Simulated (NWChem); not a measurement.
Species: C4H4ClF; SMILES C=C/C=C(\F)Cl

```xyz
10

C      0.4736    -3.1225     0.0000
C     -0.1898    -1.9427     0.0000
C      0.4593    -0.6451     0.0000
C     -0.2143     0.5297     0.0000
F     -1.5480     0.5960     0.0000
Cl     0.5285     2.0880     0.0000
H      1.5751    -3.1624     0.0000
H     -0.0658    -4.0809     0.0000
H     -1.2928    -1.9412     0.0000
H      1.5578    -0.5912     0.0000
```
Atoms are numbered in this order, from 1.

Structure relaxed at the PBE-D3(BJ)/def2-SVP level.

Symmetry labels are those of Cs in the frame above (b1 and b2, or b-type labels, depend on it).

Problem. List the 4 lowest vertical singlet excitations from PBE/6-31G* (spherical d), TDA (NWChem).

Solution. 
| state | energy (eV) | oscillator strength | symmetry | leading excitation (squared amplitude) |
|---|---|---|---|---|
| S1 | 5.38 | 0.001 | a" | HOMO → LUMO+1 (0.99) |
| S2 | 5.86 | 0.801 | a' | HOMO → LUMO (0.68) |
| S3 | 6.34 | 0.276 | a' | HOMO−1 → LUMO (0.39) |
| S4 | 6.36 | 0.000 | a" | HOMO−2 → LUMO (1.00) |
